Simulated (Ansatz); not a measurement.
The first iterations of a band of BFHOSi (5 atoms, charge -1, multiplicity 1).

Level of theory: Ansatz, RKS PBE0-D4/def2-TZVP.

```yaml
movable_images: 7
climbing_image: yes
spring: 5.0 eV/Å²
optimiser: quadratic models (default)
start_path: IDPP
force_threshold: 0.05 eV/Å
iteration_limit: 60
end_points: relaxed
```

Initial state:

```xyz
5
Properties=species:S:1:pos:R:3
B -0.607 1.181 0.121
Si 0.115 -0.606 0.001
O -0.510 -1.957 -0.388
F 1.445 -0.682 0.948
H -0.442 2.064 -0.682
```

Final state:

```xyz
5
Properties=species:S:1:pos:R:3
B 0.254 0.935 -0.916
Si -0.116 -0.544 0.269
O -0.918 -1.846 0.101
F 1.046 -0.568 1.417
H -0.266 2.022 -0.872
```

| iteration | highest image above the first end (eV) | largest band force component (eV/Å) |
| --- | --- | --- |
| 1 | 0.137 | 1.289 |
| 2 | 0.114 | 0.641 |
| 3 | 0.729 | 6.375 |
| 4 | 0.195 | 1.805 |
| 5 | 0.875 | 7.013 |
| 6 | 0.238 | 2.646 |

Question: Does the band converge within its limit, and where does its top end?

Answer: It converged. It ended after 18 iterations with the highest image 0.105 eV above the first end. A vibrational analysis at the climbing image gives one clearly imaginary mode, 303i cm⁻¹: a first-order saddle point. Limits of this set-up: an anion without diffuse functions, the dipole of an ion depends on the origin.

Time of the run: 4.3 min on 2 threads of Arm Neoverse V1, with other jobs on the host, peak memory 0.23 GiB.
